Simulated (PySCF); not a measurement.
Zn(F)(SMe) (CH3FSZn), SMILES C[S][Zn][F]. Geometry optimised at B3LYP-D3(BJ)/def2-SVP. The structure was generated by enumeration; whether it is a known compound was not checked. One conformer was computed; it need not be the lowest.

The numbers are results of B3LYP-D3(BJ)/def2-SVP (PySCF), not measurements.

Harmonic wavenumbers (cm⁻¹): 87, 110, 146, 190, 379, 690, 696, 952, 971, 1337, 1458, 1459, 3045, 3146, 3147. Rotational constants (GHz): 14.00, 1.806, 1.616; symmetry number 1.

### Question
Work out the zero-point energy and the ideal-gas rigid-rotor harmonic-oscillator thermochemistry at 298.15 K and 1 atm.

### Answer
ZPE = ½ Σ hcν = ½ × 17812 cm⁻¹ = 106.54 kJ/mol. H − E(el) = 125.30 kJ/mol. Entropy in J/(mol K): translation 169.59, rotation 110.74, vibration 58.12, total 338.45. G − E(el) = 24.40 kJ/mol. Cp = 83.51 J/(mol K). Modes under 150 cm⁻¹ make the vibrational entropy uncertain.
